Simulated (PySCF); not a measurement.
## Computed vibrations of [EuH4]−

[EuH4]− (singlet in the valence; each metal's 4f electrons, 6 of them, lie in its core potential, out of spins and levels). PySCF 2.14.0, RKS PBE0, Eu lcecp-1-SVP with ECP52, H def2-SVP; non-relativistic Hamiltonian with scalar-relativistic core potentials where named; density fitting; no spin-orbit coupling. Central differences of gradients.

```xyz
5

Eu    0.0000    0.0000    0.0000
H     1.2271    1.2271    1.2271
H    -1.2271   -1.2271    1.2271
H     1.2271   -1.2271   -1.2271
H    -1.2271    1.2271   -1.2271
```

Run from Python with OMP_NUM_THREADS=2. Where DIIS fails, smearing, a level shift and second-order steps follow.
It took 4 s on 2 threads of Intel(R) Xeon(R) Platinum 8488C (Sapphire Rapids) (shared host).

Problem. What are the harmonic wavenumbers and infrared intensities?

Solution. Modes are labelled in Td; negative numbers are unstable modes, those under 60 cm⁻¹ near the noise; a finer grid moves soft modes by up to 10 cm⁻¹.
```
cm⁻¹  km/mol  symmetry
 455   439.0        t2
 455   439.0        t2
 455   439.0        t2
 499     0.0         e
 499     0.0         e
1218  1162.4        t2
1218  1162.4        t2
1218  1162.4        t2
1330     0.0        a1
```

Problem. Is this a minimum?

Solution. Yes. Ideal gas at 298.15 K and 1 bar: S = 263.0 J/(mol K), Cp = 63.7 J/(mol K), H − H(0 K) = 13.3 kJ/mol (rigid rotor, harmonic modes, spin degeneracy alone, that of the 4f electrons in the core included).

An lcecp potential fixes the number of 4f electrons, so in runs with it no electron can move into or out of that shell.
